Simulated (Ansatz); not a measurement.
Consider the ligand exchange at a B–C bond: `CBCSC` + `FCS` → `CBSCF` + `CSC`.

Program: Ansatz. Geometries: PBE0-D4/def2-TZVP. ΔE: electronic, gas phase. CBS: MP2 limit from def2 TZ/QZ plus the TZ coupled-cluster correction, frozen cores. One conformer a species, not always the lowest.

| species | CCSD/CBS(def2) energy (Eh) |
| --- | --- |
| `CBCSC` | -542.10713 |
| `FCS` | -537.38487 |
| `CBSCF` | -602.06053 |
| `CSC` | -477.46469 |

(1) Work out ΔE.

Largest T1 diagnostic among the species: 0.013.

Answers

(1) ΔE = (-602.06053) + (-477.46469) − (-542.10713) − (-537.38487) = -0.03322 Eh = -87.2 kJ/mol. CCSD(T)/CBS gives -89.6 kJ/mol.

In def2-TZVPP, CCSD(T) changes the Hartree–Fock value by −4.1 kJ/mol (the triples alone add −2.4 kJ/mol) and MP2 by −6.4 kJ/mol.
